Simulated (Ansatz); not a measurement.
Relaxation of AlBrH$_{5}$N (8 atoms, charge 0, multiplicity 1), to a largest force component of 0.03 eV/Å in at most 50 steps.

Theory: RHF/def2-SVP in Ansatz 0.2.0.

```xyz
8
Properties=species:S:1:pos:R:3
Al 0.029 -0.190 0.159
N 0.006 -0.177 2.028
H -0.787 -0.427 2.589
H 0.841 -0.245 2.578
H 1.409 -0.060 -0.586
H -1.355 -0.418 -0.548
Br -0.368 3.280 1.088
H -0.282 2.056 1.935
```

Where does it end, and by what steps?

The run converged. The force dipped under the threshold on the way, but the program's further checks kept it going. After 10 steps the energy has fallen by 0.169 eV; Br7 moved furthest, 0.83 Å.

```tsv
step	energy less start (eV)	largest force component (eV/Å)	accepted
0	0.0000	1.602	yes
1	-0.1038	0.705	yes
2	-0.1347	0.270	yes
3	-0.1456	0.476	yes
4	-0.1598	0.175	yes
5	-0.1641	0.054	yes
6	-0.1660	0.281	yes
7	-0.1680	0.075	yes
8	-0.1689	0.006	yes
9	-0.1692	0.058	yes
10	-0.1693	0.027	yes
```

```xyz
8
Properties=species:S:1:pos:R:3
Al 0.052 -0.490 0.099
N 0.002 -0.065 1.833
H -0.812 -0.165 2.412
H 0.815 0.020 2.416
H 1.453 -0.488 -0.621
H -1.311 -0.822 -0.619
Br -0.432 3.619 1.841
H -0.275 2.210 1.882
```

The run took 21 s on 1 thread of Arm Neoverse V1, with other jobs on the host, peak memory 0.17 GiB.
